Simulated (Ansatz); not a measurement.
```yaml
atoms:
  - { symbol: S, position_ang: [0.0000, 0.0000, 0.0000] }
  - { symbol: O, position_ang: [1.3262, 0.0000, 0.0000] }
  - { symbol: O, position_ang: [-0.6631, 1.1485, 0.0000] }
  - { symbol: O, position_ang: [-0.6631, -1.1485, 0.0000] }
```

Basis set: 6-31G* (spherical functions). Correlated methods keep 8 orbitals frozen. Charge 0, multiplicity 1.

Computed with Ansatz (development build ahead of 0.2.0); each method stands on the lowest determinant of its kind that the runs found. Restricted open shells among the atoms or ions are ROHF, correlated in semicanonical orbitals with singles.

Give the atomization energy at this shape (free ground-state atoms in the same class of orbitals less the molecule, no zero-point energy) of singlet SO₃ by RHF-MP2, RHF.

```json
{"method": "RHF-MP2", "atomization energy": "10.71 eV"}
{"method": "RHF", "atomization energy": "3.72 eV"}
```

Caution: no unrestricted run beside it, a lower state can exist; the shape is not the minimum.
